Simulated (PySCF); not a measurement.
C2H10OSi2, SMILES CC[SiH2]O[SiH3] (GFN2-xTB optimised geometry):

```
15

C      2.743    -1.370     0.087
C      1.225    -1.234     0.070
Si     0.657     0.577     0.000
O     -0.964     0.577     0.000
Si    -2.519     1.017     0.000
H      3.042    -2.416     0.124
H      3.177    -0.923    -0.804
H      3.163    -0.865     0.954
H      0.828    -1.783    -0.787
H      0.815    -1.719     0.959
H      1.090     1.328     1.181
H      1.090     1.236    -1.235
H     -3.001     0.833    -1.367
H     -2.600     2.416     0.416
H     -3.177     0.123     0.950
```

Method: B3LYP/def2-TZVP (PySCF 2.14.0).

Q: What are the frontier orbital energies and the dipole moment?

A: HOMO-2 -8.99 eV, HOMO-1 -8.23 eV, HOMO -7.86 eV, LUMO -0.13 eV, LUMO+1 0.63 eV; dipole moment 0.49 D.

Meta-Löwdin charges at B3LYP/def2-TZVP: C1 -0.32, C2 -0.44, Si3 0.92, O4 -0.85, Si5 0.80, H6 0.11, H7 0.11, H8 0.11, H9 0.11, H10 0.11, H11 -0.14, H12 -0.14, H13 -0.13, H14 -0.13, H15 -0.12.
